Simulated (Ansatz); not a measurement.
The cluster Cr3⁻, relaxed as a sextet with UKS r2SCAN-D4/def2-TZVPD in Ansatz, starting from the r2SCAN-D4/def2-TZVPD geometry of the charge -1 doublet. Force threshold 0.02 eV/Å.

The charge -1 sextet is spin-contaminated (final ⟨S²⟩ up to 14.23, 8.75 for a pure state). The highest occupied level of the charge -1 sextet lies above zero (up to 0.61 eV). It is a level of β spin, whose loss leaves a septet; that state wasn't run at this geometry and level. The electron is either unbound and held by the finite basis, or the level is raised by self-interaction error. The relaxation made no stability test and no search for a lower SCF solution. The structure comes from a short search, and lower isomers may exist.

Start:

```xyz
3

Cr    1.226   -0.416    0.798
Cr   -0.895    1.145    0.483
Cr   -0.330   -0.729   -1.282
```

Q: Estimate the energy that the relaxation releases and the steps that it takes.

A: 0.11 eV, in 4 steps; 11 s on 4 threads of Intel Xeon 6975P-C on a shared host. The force fell under the threshold at step 3, but the optimiser went on. No frequencies were taken in this run, so the end may be a saddle point.

Q: Does the start keep its bonding and symmetry?

A: By distances, no bond broke or formed. The bond that changes most is Cr1–Cr2, from 2.65 to 2.94 Å (atoms count from 1). Point group Cs at the start, C2v at the end, both within 0.05 Å; within 0.015 Å the end is Cs.

Q: Predict the relaxed structure.

A: 
```
atom   x (Å)   y (Å)   z (Å)
 Cr1   1.338  -0.510   0.799
 Cr2  -1.013   1.215   0.444
 Cr3  -0.324  -0.704  -1.244
```
Bond lengths (bridged metal pairs left out): 3 × Cr–Cr 2.64 to 2.94 Å.
